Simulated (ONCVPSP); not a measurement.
What one change does to a pseudopotential (chromium, ONCV)

chromium (Cr), optimised norm-conserving Vanderbilt (ONCV), made with ONCVPSP 4.0.1 (LDA (Perdew-Wang 92), scalar-relativistic). Core [Ne], reference 3s2 3p6 3d4 (charge +2). Waves: 3s: rc 1.10 bohr, ncon 5, nbas 8, qcut 8.4 1/bohr, 2 projectors, debl 3.8 Ha; 3p: rc 1.15 bohr, ncon 4, nbas 7, qcut 11.9 1/bohr, 2 projectors, debl 1 Ha; 3d: rc 1.70 bohr, ncon 4, nbas 8, qcut 9.1 1/bohr, 2 projectors, debl 1.2 Ha. Local part: polynomial inside 0.80 bohr (lpopt 4, dvloc0 1 Ha). Core correction: polynomial model core, fcfact 0.4.

In the p channel the program set the typed energies aside and used -2.442, 0.250 Ha.

All-electron outer shells of the reference configuration (LDA (PZ), scalar-relativistic, ld1.x):

```json
{"shell": "3s", "level (eV)": "-94.79", "outermost node (bohr)": "0.36", "outermost maximum (bohr)": "0.78"}
{"shell": "3p", "level (eV)": "-66.44", "outermost node (bohr)": "0.33", "outermost maximum (bohr)": "0.80"}
{"shell": "3d", "level (eV)": "-23.14", "outermost node (bohr)": "–", "outermost maximum (bohr)": "0.82"}
```

Change: s: rc 0.94.

Cutoffs: the cutoffs (Ha) at which the residual kinetic energy of the hardest occupied pseudo-wave falls to 1 and 0.1 mHa per electron; they do not see the model core or the augmentation charge, which bear on the density cutoff. Errors are all-electron minus pseudo energies relative to the spin-unpolarised reference configuration.

Question: What does the change do?

Answer: The potential gets harder (74 Ha and 131 Ha → 131 Ha and 175 Ha); the errors of the 4 common tests hardly move; neither file shows a bound ghost. A smaller radius makes the pseudo-wave follow the all-electron one further in, where it bends more sharply, so more plane waves are needed.

| quantity | base | changed |
| --- | --- | --- |
| cutoff, loose | 74 Ha | 131 Ha |
| cutoff, tight | 131 Ha | 175 Ha |
| loose cutoff by channel | s 74 Ha, p 26 Ha, d 33 Ha | s 131 Ha, p 26 Ha, d 33 Ha |
| bound ghosts | none | none |
| GHOST(+) flags under 300 eV | none | none |
| error for 3s2 3p6 3d5 4s1, meV [ΔE -23.48 eV] | +5.1 | +5.1 |
| error for 3s2 3p6 3d5, meV [ΔE -16.34 eV] | +17 | +17 |
| error for 3s2 3p6 3d3, meV [ΔE 31.03 eV] | +81 | +81 |
| error for 3s2 3p5 3d5 4s1, meV [ΔE 27.99 eV] | -88 | -90 |
| p: phases at 1.17 bohr within 0.05 rad from the reference energy up to (Ha; the scan ends near 5) | to the end of the scan | to the end of the scan |
| d: phases at 1.72 bohr within 0.05 rad from the reference energy up to (Ha; the scan ends near 5) | to the end of the scan | to the end of the scan |
| rms error of d²Exc/dni dnj with the model core, mHa | 1.07 | 1.15 |
